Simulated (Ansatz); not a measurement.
Consider the cleavage of the B–Si bond: `[SiH3]B[SiH3]` + `C[SiH2]O` → `C[SiH2]OB[SiH3]` + SiH₄.

Gas-phase electronic energies from Ansatz, PBE0-D4/def2-TZVP geometries. CCSD(T)/CBS is the MP2 limit (def2-TZVPP, def2-QZVPP) plus CCSD(T) − MP2 in def2-TZVPP, frozen cores. This one scheme is used for every species. DFT in def2-TZVPP. One conformer a species, not always the lowest.

```json
{"level": "r2SCAN-D4", "ΔE (eV)": "-1.56"}
{"level": "B97M-V", "ΔE (eV)": "-1.54"}
{"level": "MP2/def2-SVP", "ΔE (eV)": "-1.86"}
{"level": "CCSD(T)/def2-TZVPP", "ΔE (eV)": "-1.61"}
```

**Question.** What does CCSD(T)/CBS give? (Estimate.)

**Answer.** The calculation gave: -1.57 eV. The listed levels differ from it by 0.01, 0.03, -0.29, -0.04 eV.

Largest T1 diagnostic among the species: 0.014.

Leaving LDA and LC-ωPBE aside and taking each functional with its dispersion term where it has one, the values, not all of them listed here, spread over 0.21 eV, from CAM-B3LYP-D4 to revPBE-D4. LDA lies −0.09 eV from PBE without D4. At CCSD(T), def2-SVP lies −0.25 eV from the extrapolated value and def2-TZVPP −0.03 eV.
